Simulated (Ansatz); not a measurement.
```yaml
atoms:
  - { symbol: C, position_ang: [0.0000, 0.0000, -0.5438] }
  - { symbol: F, position_ang: [0.0000, 0.9419, 0.1813] }
  - { symbol: F, position_ang: [0.0000, -0.9419, 0.1813] }
```

Basis set: 6-31G* (spherical functions). Left uncorrelated: 3 orbitals. Charge 0, multiplicity 1.

Computed with Ansatz (development build ahead of 0.2.0); each method stands on the lowest determinant of its kind that the runs found. Restricted open shells among the atoms or ions are ROHF, correlated in semicanonical orbitals with singles.

Problem. Give the atomization energy at this shape (free ground-state atoms in the same class of orbitals less the molecule, no zero-point energy) of singlet CF2 by RHF-MP2, RHF.

Solution.

| method | atomization energy |
| --- | --- |
| RHF-MP2 | 9.88 eV |
| RHF | 6.41 eV |

Caution: no unrestricted run beside it, a lower state can exist; the shape is not the minimum.
